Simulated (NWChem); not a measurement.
**Correlation energy of HB**

```xyz
2

B      0.0000     0.0000     0.2087
H      0.0000     0.0000    -1.0435
```
Charge 0, spin multiplicity 1.

All runs are NWChem calculations. All single points use one geometry, from PBE0/def2-SVP, a minimum by its harmonic frequencies.

Basis set: 6-31G*. Each correlation energy counts from its own Hartree-Fock reference.

The correlated methods keep 1 core orbital frozen. The Pople sets run with spherical d functions. The structure started from a generated list of species. Coupled-cluster values serve here as a point of comparison, not as the truth.

```
method        correlation energy (mHa)
------------  ------------------------
MP2                                  …
SCS-MP2                              …
CR-CCSD[T]                       -79.7
CR-CCSD(T)                       -79.7
CCSD                                 …
CCSD+T(CCSD)                     -79.9
CCSD(T)                          -79.8
CCSDT                                …
```

### Question
Some entries are withheld; supply them.

### Answer

- MP2, correlation energy (mHa): -53.2
- SCS-MP2, correlation energy (mHa): -61.1
- CCSD, correlation energy (mHa): -78.5
- CCSDT, correlation energy (mHa): -80.2
